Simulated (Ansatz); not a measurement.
H2MgS (SMILES [MgH][SH]) moved off its minimum; all values from Ansatz (a program for electronic structure), cores frozen in correlated methods.
(charge 0, multiplicity 1)
```xyz
4

Mg    -0.69103    -0.54997    -0.87888
H     -1.58659    -1.22373    -2.12793
S      0.54203     0.51528     0.74336
H      0.72898    -0.60056     1.41605
```

Question: Give the forces (eV/Å), the total energy and the dipole at CCSD(T)/def2-TZVPPD.

Answer: 
| atom | Fx | Fy | Fz |
|---|---|---|---|
| Mg1 | 0.029 | 0.070 | 0.005 |
| H2 | -0.107 | -0.105 | -0.129 |
| S3 | -0.041 | 0.649 | -0.274 |
| H4 | 0.120 | -0.614 | 0.397 |
Energy -598.6078 hartree, dipole 1.36 D.
